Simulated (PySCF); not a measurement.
**[La(H2O)]3+ relaxed at several levels**

Computed with PySCF 2.14.0, def2-SVP on the ligands, density fitting, scalar-relativistic core potentials, no spin-orbit coupling, vacuum. Each row is relaxed at its own level from the same template. Distances are means of the shortest metal–ligand contacts, charges and spins Mulliken's; removal energies are rigid, with the ligand's formal charge and no counterpoise, so too large; for an anion taken off a cation in vacuum most of it is the attraction of opposite charges, and multiply charged cations can part far more cheaply with an electron moved from ligand to metal.

```tsv
level	basis on the metal	point group	M–H2O (Å)	charge on M (e)	HOMO–LUMO gap (eV)	removal of one H2O (eV)	unstable modes (below −25 cm⁻¹)
r2SCAN	def2-SVP with ECP46	C2v	2.345	2.58	5.54	4.45	not given
```

**Question.** What does the calculation give for TPSS, def2-SVP with ECP46?

**Answer.** point group: C2v, M–H2O (Å): 2.346, charge on M (e): 2.55, HOMO–LUMO gap (eV): 4.84, removal of one H2O (eV): 4.55, unstable modes (below −25 cm⁻¹): not given.
```xyz
4

La    0.0000    0.0000   -0.1610
O     0.0000    0.0000    2.1853
H     0.7855    0.0000    2.8150
H    -0.7855    0.0000    2.8150
```

One start shape was tried for each, so a minimum needn't be the lowest isomer.
